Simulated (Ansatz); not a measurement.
The cluster AlCu2⁺ was relaxed with PBE-D4 (def2-TZVP) in Ansatz in these states: charge +1 quintet, charge +1 singlet, charge +1 triplet. The geometries follow in no particular order.

A:

```xyz
3

Cu    0.757   -1.047    0.741
Cu    0.498    1.357   -0.359
Al   -1.255   -0.310   -0.382
```

B:

| atom | x (Å) | y (Å) | z (Å) |
| --- | --- | --- | --- |
| Cu1 | 0.708 | -0.376 | 2.151 |
| Cu2 | -0.708 | 0.376 | -2.151 |
| Al3 | 0.000 | 0.000 | 0.000 |

C:

```xyz
3

Cu   -0.379    0.239   -1.360
Cu    1.313   -0.399    0.406
Al   -0.935    0.160    0.953
```

Question: Judge from the bond lengths which geometry belongs to which state (an estimate).

Answer: A is the charge +1 quintet (Cu1–Al3 2.419 Å, Cu2–Al3 2.419 Å); B is the charge +1 singlet (Cu1–Al3 2.296 Å, Cu2–Al3 2.296 Å); C is the charge +1 triplet (Cu1–Al3 2.380 Å, Cu2–Al3 2.380 Å).
